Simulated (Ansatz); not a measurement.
`[SnH3]` radical from Hartree–Fock to CCSD(T)

Z-matrix (Å, degrees):
```
Sn
H 1 1.715
H 1 1.715 2 109.6
H 1 1.715 2 109.6 3 120.4
```

Total charge 0; spin multiplicity 2. Correlated methods include outer-core shells of Sn, which these sets cover unevenly. Sn: def2 effective core potential. The structure was optimised at the PBE0-D4/def2-TZVP level. Frozen core, unrestricted reference, the Gaussian-basis code of Ansatz.

| basis | HF (Eh) | MP2 corr. |
| --- | --- | --- |
| def2-SVP | -215.03860 | -0.10881 |
| def2-TZVPP | -215.04869 | -0.32328 |
| def2-QZVPP | -215.05052 | -0.53333 |

(1) Estimate the CCSD correlation energy and the (T) correction in each basis where they were run (hartree).

Answers

(1) 
| basis | CCSD corr. | (T) |
| --- | --- | --- |
| def2-SVP | -0.13388 | -0.00304 |
| def2-TZVPP | -0.33708 | -0.00787 |
| def2-QZVPP | -0.52057 | -0.01195 |
